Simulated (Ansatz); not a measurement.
CH6OSSi2 can be A, `O[SiH]1CS[SiH2]1`, or B, `OC1([SiH3])[SiH2]S1`.

Computed with Ansatz on PBE0-D4/def2-TZVP structures; ΔE is electronic, products minus reactants. CCSD(T)/CBS adds triple-zeta CCSD(T) − MP2 to the extrapolated MP2 energy (def2 sets, frozen cores). DFT in def2-TZVPP. B3LYP here is the variant with VWN-RPA as its local correlation; programs differ in this. Each species was taken in one conformer, which may not be the lowest.

(1) Which isomer does CCSD(T)/CBS put lower? Give the gap. (An estimate is asked.)

(2) Give E(B) − E(A) in kJ/mol with CCSD(T)/def2-TZVPP, B3LYP, B3LYP-D4, PBE-D4, r2SCAN-D4, B2PLYP, HF/def2-TZVPP. (Best estimate.)

Largest T1 diagnostic: 0.014.

Answers

(1) The calculation gave: A, by 224.8 kJ/mol.

(2) The calculation gave: CCSD(T)/def2-TZVPP 221.8, B3LYP 217.8, B3LYP-D4 217.5, PBE-D4 212.3, r2SCAN-D4 218.0, B2PLYP 220.5, HF/def2-TZVPP 235.7. None reverses the order clearly.

From PBE to PBE0 (25 % exact exchange), in def2-TZVPP and without D4, E(B) − E(A) moves by +12.5 kJ/mol. In def2-TZVPP, CCSD(T) changes the Hartree–Fock value by −13.9 kJ/mol (the triples alone add −5.2 kJ/mol) and MP2 by −12.8 kJ/mol.
